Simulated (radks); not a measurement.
The rubidium ion Rb+, 36 electrons, occupied as [Kr].

Method: scalar-relativistic Kohn-Sham, LDA (Slater exchange, Perdew-Zunger correlation), spin-polarised, spherical densities, point nucleus; computed with a radial shooting solver on a logarithmic mesh with Libxc functionals.

Energy parts (eV):
| part | energy |
|---|---|
| total | -81021.553 |
| kinetic | 82952.744 |
| electron-nucleus | -195154.134 |
| Hartree | 33817.997 |
| exchange-correlation | -2638.159 |

Orbitals (lengths in bohr, moments of r in powers of bohr; r(max) is where P^2 peaks):
| orbital | occ. | eigenvalue (eV) | r(max) | <r^2> |
|---|---|---|---|---|
| 1s | 2 | -15015.97 | 0.02632 | 0.002192 |
| 2s | 2 | -2011.344 | 0.1498 | 0.03739 |
| 2p | 6 | -1785.312 | 0.1196 | 0.02947 |
| 3s | 2 | -302.8539 | 0.4515 | 0.3008 |
| 3p | 6 | -230.3735 | 0.4466 | 0.3156 |
| 3d | 10 | -110.0668 | 0.3921 | 0.3388 |
| 4s | 2 | -37.7844 | 1.256 | 2.403 |
| 4p | 6 | -21.7925 | 1.422 | 3.403 |

The highest occupied level is 4p at -21.793 eV. Summed over all electrons, <r^2> = 31.36 bohr^2, which gives a Langevin (diamagnetic) susceptibility term of -24.8 x 10^-6 cm^3/mol.
